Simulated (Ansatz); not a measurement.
Several settings on one geometry of BeMe2 (C₂H₆Be) (that of the charge 0 singlet, r2SCAN-D4/def2-TZVP). Ansatz on 4 threads of Arm Neoverse V2 on a shared host; times are rough.

```xyz
9

Be    0.0030    0.0068    0.0001
C    -0.0031   -0.0128    1.6805
H    -0.4390    0.8976    2.1071
H     1.0056   -0.1020    2.0994
H    -0.5823   -0.8530    2.0804
C     0.0042    0.0153   -1.6805
H    -1.0103    0.0182   -2.0950
H     0.5091   -0.8634   -2.0979
H     0.5129    0.8934   -2.0941
```

Totals from different functionals, basis sets or treatments of relativity can't be compared as stabilities.

The 6-31G sets use Cartesian d functions.

The spins typed aren't always the lowest for that charge.

(1) Give the basis size and estimate the energy, ⟨S²⟩, dipole and time of these runs.

```csv
run,method,charge,state,further keys
1,RKS PBE0/aug-cc-pVDZ,0,singlet,"point_charges: [{charge: -1.00, position_ang: [4.150, -0.318, 0.384]}]; scf: {omitted_lower_state_checks: [starts]}; forces asked"
2,UKS r2SCAN50/def2-mTZVP,1,doublet,scf: {omitted_lower_state_checks: [starts]}; forces asked
3,RKS SVWN5/def2-SVP,0,singlet,–
4,RKS CAM-B3LYP/6-31G*,0,singlet,forces asked
```

Answers

(1) 
```tsv
run	functions	energy (Eh)	⟨S²⟩	dipole (D)	wall time
1	123	-94.4570	–	1.23	1.1 s
2	67	-94.1279	0.78	–	1.6 s
3	67	-93.5028	–	–	0.2 s
4	57	-94.5020	–	0.00	0.45 s
```
